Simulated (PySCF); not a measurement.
## Electric field gradients and quadrupole coupling constants

Species: GeH6OSSi.
Numbering: `[SiH3:1][O:2][GeH2:3][SH:4]` (hydrogens: H5, H6, H7 on Si1; H8, H9 on Ge3; H10 on S4)

Structure used (PBE0-D3(BJ)/def2-SVP), in Å, numbered top down from 1:
```
atom  x, y, z in Å
Si1   -1.5376    0.7100   -0.2841
O2    -0.4398    0.2909    0.8947
Ge3    0.9845   -0.7673    0.8791
S4     1.8248   -0.8362   -1.1761
H5    -2.0328   -0.4949   -1.0189
H6    -2.6836    1.3778    0.3958
H7    -0.9354    1.6577   -1.2708
H8     1.9711   -0.1569    1.8810
H9     0.5563   -2.2040    1.2076
H10    2.3010    0.4274   -1.1304
```

Field gradients from the PBE0/pcSseg-1 density (PySCF, non-relativistic), principal values in atomic units, ordered |Vxx| ≤ |Vyy| ≤ |Vzz|:

```
atom      Vxx      Vyy      Vzz
  O2  -0.3437  -0.8770   1.2206
 Ge3   0.1327   1.3012  -1.4339
  S4   0.3866   1.8027  -2.1894
```

Task: Find the asymmetry η = (Vxx − Vyy)/Vzz and the couplings χ = eQV/h (234.96 MHz × Q in barn × V in au), with Q(17O) = −0.0256 b, Q(73Ge) = −0.196 b, Q(33S) = −0.0678 b.

Result: 
| atom | environment | nucleus | η | χzz (MHz) | χxx (MHz) | χyy (MHz) |
| --- | --- | --- | --- | --- | --- | --- |
| O2 | oxygen bonded to Ge and Si | 17O | 0.44 | -7.34 | 2.07 | 5.27 |
| Ge3 | germanium bonded to O, S and 2 H | 73Ge | 0.81 | 66.04 | -6.11 | -59.92 |
| S4 | sulfur bonded to Ge and H | 33S | 0.65 | 34.88 | -6.16 | -28.72 |

Task: What is Vzz at Ge3 in SI units (1 au = 9.71736 × 10²¹ V/m²)?

Result: -1.4339 au = -13.934 × 10²¹ V/m².

Were the hydrogens deuterons (Q(2H) = 0.00286 b), χzz would run from 89 kHz (H9 and H8) to 150 kHz (H10).

The structure is a single PBE0-D3(BJ)/def2-SVP conformer in the gas phase; no vibrational or solvent corrections. The calculation is non-relativistic, for germanium too. These gradients aren't converged with respect to the basis.

The run behind these numbers computed NMR shieldings as well. Time: 12 s wall. Hardware: an Arm Neoverse V1 with one thread, no GPU (shared host).
